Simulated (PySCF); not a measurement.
C2H11NSi2, singlet, geometry from GFN2-xTB. Base run: DF-CAMB3LYP/STO-3G run with PySCF.

The PySCF input:
```python
from pyscf import gto, scf, dft

mol = gto.M(
    atom='''
Si   -2.33920697    0.40696831   -0.19435199
C    -1.07782044    0.06309123    1.18326422
C     0.35919076    0.48010764    0.86460279
Si    1.22920263   -0.56398299   -0.47654695
N     2.92643326   -0.27738911   -0.62092688
H    -3.68236232    0.13472088    0.32767948
H    -2.09047974   -0.44592645   -1.35701599
H    -2.26047480    1.81661749   -0.58990887
H    -1.40668039    0.58861709    2.08565423
H    -1.09263539   -1.00062512    1.43205087
H     0.36594253    1.53508750    0.57680823
H     0.95026771    0.41917847    1.78551879
H     0.69353611   -0.25493790   -1.80234174
H     1.12277895   -1.98222236   -0.12292729
H     3.52784249   -0.51538932    0.15108739
H     3.23907114    0.58561560   -1.03473370
''',
    basis='sto-3g',
    verbose=4,
    max_memory=1800,
)

mf = dft.RKS(mol)
mf.xc = 'camb3lyp'
mf = mf.density_fit(auxbasis='def2-universal-jkfit')
mf.kernel()
```

All variants below ran on the same shared machine, one core each. Differences are taken from the largest basis of the Pople family in the series, which isn't the basis-set limit (6-311+G(2d,p): -8.565 eV). The cheapest run took roughly 10 core-seconds.

| setting | basis functions | cost, times the cheapest (rough) | difference in HOMO energy (eV) |
|---|---|---|---|
| STO-3G | 44 | 1 | 3.646 |
| 6-31G | 75 | 2 | 0.547 |
| 6-31G* | 100 | 2 | 0.373 |
| 6-31G** | 133 | 2 | 0.359 |
| 6-311G** | 172 | 3 | 0.139 |
| 6-311+G(2d,p) | 217 | 5 | reference |

Times come from a shared machine, hold the start-up and are rough.
